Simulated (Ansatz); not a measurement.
Tuning the range parameter of LC-ωPBE so that −HOMO meets the ionisation energy; basis def2-TZVP, Ansatz. System: NiH2(PH3)2 (NiP2H8). The state is a singlet with charge 0. Geometry: PBE-D4/def2-SVP. The ionised state is a doublet.

Geometry of the singlet:

```xyz
11

Ni    0.2293   -0.3363    0.6515
H     0.2032   -0.9968    2.0471
H     1.1287   -0.9662    1.7372
P     1.5718    0.2127   -0.8670
H     1.1825    0.8618   -2.0982
H     2.4018   -0.7678   -1.5242
H     2.6654    1.1193   -0.6128
P    -1.7859    0.1046    0.2587
H    -2.5520    0.9621    1.1306
H    -2.7883   -0.9331    0.2284
H    -2.2565    0.7396   -0.9513
```

In the singlet, H2 and H3 lie 0.98 Å apart (atoms count from 1), so these atoms are partly bonded to each other.

| ω (1/bohr) | HOMO (eV) | LUMO (eV) | vertical IE (eV) | HOMO + IE (eV) |
| --- | --- | --- | --- | --- |
| 0.1 | -5.85 | -0.10 | 7.79 | 1.94 |
| 0.15 | -6.49 | 0.42 | 7.75 | 1.27 |
| 0.2 | -7.03 | 0.80 | 7.68 | 0.65 |

Problem. Estimate the row for 0.3 bohr⁻¹.

Solution. 
| ω (1/bohr) | HOMO (eV) | LUMO (eV) | vertical IE (eV) | HOMO + IE (eV) |
| --- | --- | --- | --- | --- |
| 0.3 | -7.88 | 1.29 | 7.45 | -0.43 |

Problem. Where does the tuning condition hold?

Solution. Near ω = 0.26 bohr⁻¹, by linear interpolation.
